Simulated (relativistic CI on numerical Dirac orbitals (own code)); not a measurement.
Mn²⁺ in a cubic cluster: L2,3 absorption with charge transfer

Computed with a charge-transfer multiplet model of a cubic metal-ligand cluster with up to 2 ligand holes, Slater and spin-orbit integrals from Dirac-Coulomb-Breit ions, Slater integrals scaled by 0.9. The ground state mixes d5 with configurations of k ligand holes L, whose averages lie at kΔ + k(k − 1)U_dd/2; a core hole lowers each added d electron by U_cd. 300 K, Lorentzian 0.4 eV and Gaussian 0.3 eV FWHM.

Atomic integrals in eV (Slater integrals scaled, ζ unscaled), ground: F2dd 9.229, F4dd 5.732, zeta_d 0.037; with the core hole: F2dd 9.982, F4dd 6.207, zeta_d 0.052, zeta_core 6.792, F2cd 5.719, G1cd 4.215, G3cd 2.393.

Cluster parameters (eV): U_dd = 5.9, U_cd = 6.9, 10Dq = 0.95, 10Dq(ligand) = 0.3, V(eg) = 2.5, V(t2g) = -1.19, final-state hopping factor = 0.8.

Weights, n_d and S are thermal averages at 300 K. Photon energies count from the first peak over 30 % of the highest in each spectrum, which can be another peak from case to case. The parameters are a model scan and need not match a compound or its usual spin state. Peaks in eV (height, largest 100): 0.0 (33), 1.6 (100), 5.5 (9), 11.2 (13), 12.8 (20).

(1) Which parameters give this spectrum?
A. Δ = 1.4 eV
B. Δ = 4.4 eV
C. Δ = 6.4 eV

## Answers

(1) A. Δ = 1.4 eV; the ground state then has 5.41 d electrons and S = 2.50. The choice follows from running the model for each set and comparing peak positions and heights.
